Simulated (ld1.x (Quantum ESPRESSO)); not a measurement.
## What the settings do to the TM potential of calcium (Ca)

Base potential:

calcium, norm-conserving Troullier–Martins (Kleinman–Bylander form), made with ld1.x (Quantum ESPRESSO) 7.5 (BLYP, scalar-relativistic). Core [Ar], reference 3d0 4s1 4p0 (charge +1). Waves: 4p (bound, empty): rc 4.15 bohr; 3d (bound, empty): rc 2.30 bohr; 4s (bound): rc 3.15 bohr. Local part: the s channel. Core correction: Bessel-smoothed model core inside 2.20 bohr.

All-electron outer shells of the reference configuration (BLYP, scalar-relativistic, ld1.x):

```
shell  level (eV)  outermost node (bohr)  outermost maximum (bohr)
   3p      -34.67                   0.42                      1.04
   4s       -8.99                   1.42                      3.09
   3d       -8.27                      –                      1.24
   4p       -5.90                   1.60                      3.83
```

Cutoffs, loose and tight: the cutoffs (Ry, on a coarse ladder) from which the occupation-weighted sum of valence levels, in a spherical-Bessel basis at the reference potential, stays within 10 and 1 mRy of its value at 400 Ry. They do not see the model core or the augmentation charge, which bear on the density cutoff. Test errors are all-electron minus pseudo excitation energies from the reference, over the configurations 3d0 4s2 4p0; 3d0 4s1.5 4p0; 3d0 4s1 4p1; 3d0.5 4s1.5 4p0; 3d1 4s1 4p0; 3d1 4s0 4p0; 3d0 4s0 4p1. A dash means not determined; rows that change the core or the reference have their own tests. The largest error is taken over the tests solved by every variant that gives reliable tests at all: 3d0 4s0 4p1; 3d0 4s1 4p1; 3d0 4s1.5 4p0; 3d0 4s2 4p0; 3d0.5 4s1.5 4p0; 3d1 4s1 4p0.

For the base: The cutoffs count occupied waves only; the empty 3d level needs 35 Ry at the loose tolerance.

```tsv
change	outcome	cutoff, loose	cutoff, tight	bound ghosts	largest test error (meV)
base	generated	6 Ry	10 Ry	none	-136
all radii but the core radius scaled by about 0.93 (s 2.92, p 3.84, d 2.14 bohr)	generated	6 Ry	10 Ry	none	-146
local potential the p channel	generated	6 Ry	10 Ry	none	-128
fully relativistic	generated	6 Ry	10 Ry	none	-135
functional LDA (PZ)	generated	6 Ry	10 Ry	none	-150
wave 4p (bound): rc 4.15 bohr becomes 4p (bound): rc 3.56 bohr	generated	6 Ry	10 Ry	none	-136
reference 3d0 4s2 4p0	generated	6 Ry	10 Ry	none	-175
```
